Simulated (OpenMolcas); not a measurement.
**Computed transition rates of Cl III**

* Program: OpenMolcas 26.06
* Method: MS-CASPT2, IPEA 0.25 Eh, imaginary shift 0.1 Eh (closed shells correlated: 2s 2p)
* Basis: ANO-R3 [6s5p4d3f1g]
* Scalar Hamiltonian: X2C, finite nucleus
* Active space: 5 electrons in 4 orbitals (3s 3p)
* State averaging: 2S+1 = 4 odd, 1 root; 2S+1 = 2 odd, 11 roots; 2S+1 = 4 even, 3 roots; 2S+1 = 2 even, 9 roots
* Spin-orbit coupling: state interaction with AMFI integrals over the reference wave functions, term energies averaged over their components

Rates come from the transition moments of the reference wave functions (E1 and E2 in the length form). At fixed line strength A goes as λ^-3 for E1 and M1 and as λ^-5 for E2, so a rate at the computed wavelength can be rescaled to the measured one. Measured vacuum wavelengths follow from level energies in Moore, Atomic Energy Levels, vol. I, NSRDS-NBS 35 (1971 reprint of NBS Circular 467, 1949). Branching counts decays inside the model space alone, at computed energies, and the table is only a selection of the E2 and M1 lines, drawn from those between levels with measured partners whose computed energy lies within a factor of 1.5 of the measured one.

```
          Upper            Lower  Type  λ computed (nm)  λ measured (nm)  A computed (s-1)  A rescaled (s-1)  Branching %
3s2 3p3 2P* 1/2  3s2 3p3 2D* 5/2    E2            857.8            855.3          1.04e-01          1.06e-01         15.2
3s2 3p3 2P* 3/2  3s2 3p3 2D* 5/2    E2            854.1            848.4          1.85e-01          1.91e-01         14.1
3s2 3p3 2P* 3/2  3s2 3p3 2D* 5/2    M1            854.1            848.4          1.24e-01                            9.4
3s2 3p3 2P* 1/2  3s2 3p3 2D* 3/2    E2            853.7            850.4          1.60e-01          1.63e-01         23.3
3s2 3p3 2P* 1/2  3s2 3p3 2D* 3/2    M1            853.7            850.4          1.38e-01                           20.1
3s2 3p3 2P* 3/2  3s2 3p3 2D* 3/2    M1              850            843.6          2.23e-01                           17.0
3s2 3p3 2P* 3/2  3s2 3p3 2D* 3/2    E2              850            843.6          8.00e-02          8.31e-02          6.1
3s2 3p3 2D* 3/2  3s2 3p3 4S* 3/2    M1            546.2            553.9          3.53e-03                           89.0
3s2 3p3 2D* 3/2  3s2 3p3 4S* 3/2    E2            546.2            553.9          4.35e-04                           11.0
3s2 3p3 2D* 5/2  3s2 3p3 4S* 3/2    E2            544.6            551.9          6.87e-04                           89.8
3s2 3p3 2D* 5/2  3s2 3p3 4S* 3/2    M1            544.6            551.9          7.59e-05                            9.9
3s2 3p3 2P* 1/2  3s2 3p3 4S* 3/2    M1            333.1            335.4          2.83e-01                           41.4
3s2 3p3 2P* 3/2  3s2 3p3 4S* 3/2    M1            332.5            334.4          7.01e-01                           53.4
```

Spin-changing lines and M1 lines between different terms are not rescaled, since their strength hangs on the term gaps too.

The largest correction is for 3s2 3p3 2P* 3/2 → 3s2 3p3 2D* 3/2 (E2): 8.00e-02 × (850 / 843.6)^5 = 8.31e-02 s-1, a factor of 1.04.

No measured rate stands beside these. Rescaling mends the energy factor alone: line strengths can still be far off where a level mixes with configurations outside the active space, and weak or spin-changing lines hang on small mixing coefficients that depend on the term gaps too, so rescaling need not improve them.

Term energies are means over components that CASPT2 splits; among the terms shown or strongly mixed into the levels shown the widest spread is 620 cm-1 (3s2 3p3 2D*). Over all roots computed the reference weight is 0.86 to 0.96; the roots of lowest weight are the least certain, and an intruder state may touch them. Measured partners are found by configuration, term and J. A level has none where our copy of the source lacks it or the pairing is in doubt (some pairs that miss far off the trend of their configuration count as doubtful). Levels of configurations outside the active space are missing.

* marks odd parity.
